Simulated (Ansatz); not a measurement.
`[NH2][Mo](=[O])(=[O])[OH]` + `SBCl` → `[O]=[Mo](=[O])([OH])[Cl]` + `NBS`  (redistribution)

Gas-phase electronic energies from Ansatz, PBE0-D4/def2-TZVP geometries. CCSD(T)/CBS is the MP2 limit (def2-TZVPP, def2-QZVPP) plus CCSD(T) − MP2 in def2-TZVPP, frozen cores. This one scheme is used for every species. Functionals use def2-TZVPP. Elements past krypton have def2 core potentials. For Mo outer-core shells are correlated without core-valence functions, which leaves a few kJ/mol of doubt a bond. Each species was taken in one conformer, which may not be the lowest.

```tsv
level	ΔE (kJ/mol)
BLYP	-89.5
CAM-B3LYP	-91.0
RPA@PBE/def2-TZVPP	-84.0
HF/def2-SVP	-88.0
CCSD(T)/def2-SVP	-86.4
MP2/def2-TZVPP	-103.0
CCSD(T)/def2-TZVPP	-88.4
HF/CBS(def2)	-94.1
```

Q: What does CCSD(T)/CBS give? (Estimate.)

A: The calculation gave: -90.4 kJ/mol. The listed levels differ from it by 0.9, -0.6, 6.4, 2.4, 4.0, -12.6, 2.0, -3.7 kJ/mol.

Q: What do rigid-rotor, harmonic-oscillator terms from PBE0-D4/def2-TZVP frequencies (298.15 K, 1 bar) make of the CCSD(T)/CBS value? (Best estimate.)

A: The calculation gave: ΔZPE = +5.9 kJ/mol, ΔH = -85.0 kJ/mol, ΔS = -5 J/(mol·K), ΔG = -83.6 kJ/mol.

Largest T1 diagnostic among the species: 0.025, so the coupled-cluster value is less sure than usual.

From BLYP to BHLYP (50 % exact exchange), in def2-TZVPP and without D4, ΔE moves by −3.2 kJ/mol. At CCSD(T), def2-SVP lies +4.0 kJ/mol from the extrapolated value and def2-TZVPP +2.0 kJ/mol.
